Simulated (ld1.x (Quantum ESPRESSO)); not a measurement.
## Which setting gave this result? (K (Z = 19), PAW)

Base potential:

| Quantity | Value |
| --- | --- |
| Element | potassium |
| Generator | ld1.x (Quantum ESPRESSO) 7.5 |
| Type | PAW |
| Functional | PW91 |
| Relativity | scalar-relativistic |
| Frozen core | [Ne] |
| Valence charge | 9 |
| Reference configuration | 3s2 3p6 3d0 4s0.5 4p0 (charge +0.5) |
| Partial waves | 3s (bound): rcut 1.70, rcutus 2.10 bohr; 4s (bound): rcut 1.70, rcutus 2.10 bohr; 3p (bound): rcut 1.95, rcutus 2.00 bohr; 4p (bound, empty): rcut 1.95, rcutus 2.00 bohr; 3d (bound, empty): rcut 3.95, rcutus 4.55 bohr; 3d channel at 2.2 Ry: rcut 3.95, rcutus 4.55 bohr |
| Local potential | all-electron potential smoothed inside 2.30 bohr (lloc = -2) |
| Core correction | Bessel-smoothed model core inside 1.55 bohr |
| Augmentation charge | PSQ, inside the norm-conserving radii |

Cutoffs, loose and tight: the cutoffs (Ry, on a coarse ladder) from which the occupation-weighted sum of valence levels, in a spherical-Bessel basis at the reference potential, stays within 10 and 1 mRy of its value at 400 Ry. They do not see the model core or the augmentation charge, which bear on the density cutoff. Test errors are all-electron minus pseudo excitation energies from the reference, over the configurations 3s2 3p6 3d0 4s1 4p0; 3s2 3p6 3d0 4s0 4p0; 3s2 3p6 3d0 4s0 4p1; 3s2 3p5 3d0 4s1 4p0; 3s1 3p6 3d0 4s1 4p0; 3s2 3p6 3d0.5 4s0.5 4p0; 3s2 3p6 3d1 4s0 4p0; variants that change the core or the reference have their own tests. The largest error is taken over the tests solved by every variant that gives reliable tests at all, those not shown here included: 3s2 3p6 3d0 4s0 4p0; 3s2 3p6 3d0 4s0 4p1; 3s2 3p6 3d0 4s1 4p0.

Only the p radius is moved:

```tsv
p radius (bohr)	cutoff, loose	cutoff, tight	bound ghosts	largest test error (meV)
1.3	40 Ry	55 Ry	none	-0.1
1.62	30 Ry	45 Ry	none	-0.1
1.94	21 Ry	35 Ry	none	-0.1
2.18	15 Ry	30 Ry	none	-0.1
2.4	15 Ry	25 Ry	none	-0.1
2.98	12 Ry	18 Ry	none	+0.2
```

Q: One more run gave cutoff, loose: 12 Ry; cutoff, tight: 21 Ry; bound ghosts: none; largest test error (meV): +1.4. Which value of the p radius was used?

A: 2.7 bohr. The tight cutoff moves one way along this sweep, from 55 Ry at 1.3 to 18 Ry at 2.98 bohr, which places the run between 2.4 and 2.98 bohr.
